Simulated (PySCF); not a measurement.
The dipole of `C=CC(=C)N1CCCC1` from its density and from atomic charges.

Coordinates (PBE0-D3(BJ)/def2-SVP, Å) and charges (e) from the PBE0/pcSseg-1 density (PySCF):

| atom | x | y | z | Mulliken | IAO | Hirshfeld | ESP-fitted |
| --- | --- | --- | --- | --- | --- | --- | --- |
| C1 | 3.007 | 1.631 | -0.670 | -0.1402 | -0.3010 | -0.0934 | -0.3979 |
| C2 | 2.015 | 0.972 | -0.066 | -0.2429 | -0.1466 | -0.0430 | -0.0974 |
| C3 | 1.086 | 0.043 | -0.743 | +0.1756 | +0.1031 | +0.0390 | +0.1366 |
| C4 | 1.531 | -0.822 | -1.688 | -0.2141 | -0.4411 | -0.1737 | -0.6887 |
| N5 | -0.219 | 0.094 | -0.313 | -0.7634 | -0.1888 | -0.0549 | -0.0610 |
| C6 | -0.796 | 1.203 | 0.429 | +0.0570 | -0.1521 | -0.0205 | +0.0749 |
| C7 | -2.290 | 1.092 | 0.136 | -0.2601 | -0.2552 | -0.0670 | -0.1298 |
| C8 | -2.486 | -0.405 | -0.081 | -0.2415 | -0.2554 | -0.0677 | -0.0713 |
| C9 | -1.226 | -0.796 | -0.842 | +0.0399 | -0.1484 | -0.0199 | -0.0980 |
| H10 | 3.687 | 2.273 | -0.103 | +0.1195 | +0.1491 | +0.0471 | +0.1678 |
| H11 | 3.168 | 1.548 | -1.749 | +0.1245 | +0.1504 | +0.0451 | +0.1850 |
| H12 | 1.860 | 1.111 | 1.011 | +0.1222 | +0.1443 | +0.0451 | +0.1202 |
| H13 | 2.596 | -0.870 | -1.913 | +0.1121 | +0.1466 | +0.0293 | +0.2313 |
| H14 | 0.866 | -1.508 | -2.214 | +0.1110 | +0.1369 | +0.0276 | +0.2080 |
| H15 | -0.602 | 1.111 | 1.516 | +0.1154 | +0.1196 | +0.0305 | +0.0168 |
| H16 | -0.375 | 2.170 | 0.106 | +0.1310 | +0.1396 | +0.0377 | +0.0321 |
| H17 | -2.913 | 1.508 | 0.941 | +0.1280 | +0.1390 | +0.0444 | +0.0502 |
| H18 | -2.530 | 1.639 | -0.790 | +0.1284 | +0.1339 | +0.0403 | +0.0655 |
| H19 | -3.408 | -0.653 | -0.626 | +0.1292 | +0.1400 | +0.0451 | +0.0496 |
| H20 | -2.519 | -0.929 | 0.889 | +0.1269 | +0.1333 | +0.0396 | +0.0543 |
| H21 | -0.936 | -1.851 | -0.691 | +0.1282 | +0.1373 | +0.0396 | +0.0691 |
| H22 | -1.355 | -0.654 | -1.936 | +0.1133 | +0.1155 | +0.0299 | +0.0826 |

Problem. Compute μ = Σ q r for each scheme (1 e·Å = 4.803 D) and compare with the dipole of the full density.

Solution. The full density gives (-1.70, 0.81, 0.82) D, 2.05 D in size; dipole vectors point from the negative to the positive end.

| scheme | μx | μy | μz | size (D) | share of the full size (%) | angle to the full dipole (°) |
| --- | --- | --- | --- | --- | --- | --- |
| Mulliken | -0.86 | 0.65 | -0.38 | 1.14 | 56 | 44 |
| IAO | -1.79 | 0.93 | 0.97 | 2.24 | 109 | 3 |
| Hirshfeld | -1.49 | 0.67 | 0.85 | 1.85 | 90 | 4 |
| ESP-fitted | -1.72 | 0.82 | 0.81 | 2.07 | 101 | 1 |

Problem. Which set comes closest?

Solution. Length of the difference vector: ESP-fitted 0.02 D, IAO 0.21 D, Hirshfeld 0.25 D, Mulliken 1.47 D. Closest: ESP-fitted. The schemes that divide the density aren't constrained to reproduce the dipole.

Problem. What is left for the Hirshfeld atoms' own dipoles?

Solution. The Hirshfeld atoms' densities add up to the full density, so μ = Σ q r + Σ (atomic dipoles). The atomic dipoles sum to (-1.70, 0.81, 0.82) − (-1.49, 0.67, 0.85) = (-0.21, 0.14, -0.03) D, 0.25 D in size.

Problem. With the origin at the mean of the coordinates, (-0.084, 0.359, -0.427) Å, which are the largest single terms, by size, of the ESP-fitted dipole along the direction of the full one?

Solution. C4 +7.62, C1 +4.13, H13 -3.66, H11 -2.45, H14 -2.23 D; all 22 atoms together +2.07 D. The single terms depend on the origin, their sum doesn't.

Problem. Give the size of the full dipole in other units.

Solution. 2.05 D = 0.808 au = 0.428 e·Å = 6.85 × 10⁻³⁰ C·m.

Geometry: PBE0-D3(BJ)/def2-SVP, one conformer, isolated molecule.
